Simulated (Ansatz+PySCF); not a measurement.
The numbers below are computed, except where a source is named.
## Several solutions for quintet FeF₂

```yaml
atoms:
  - { symbol: Fe, position_ang: [0.0000, 0.0000, 0.0000] }
  - { symbol: F, position_ang: [0.0000, 0.0000, 1.7550] }
  - { symbol: F, position_ang: [0.0000, 0.0000, -1.7550] }
```

Basis set: def2-SVP (spherical functions). Charge 0, multiplicity 5.

ωB97X (restricted open-shell) was run from several starts with Ansatz (development build ahead of 0.2.0) and PySCF 2.14.0.

```csv
run,program,start,converged,energy (hartree),<S²>
A,Ansatz,stability test followed,yes,-1463.10899,6.00
B,PySCF,program defaults,no,–,–
C,Ansatz,search for the lowest state,yes,-1463.10899,6.00
D,Ansatz,"atomic start, no search",yes,-1463.10899,6.00
```

(1) Which runs reached the lowest solution of this kind, and what is wrong with the others?

Results:

(1) A, C, D reached the lowest solution found. Not converged: B.
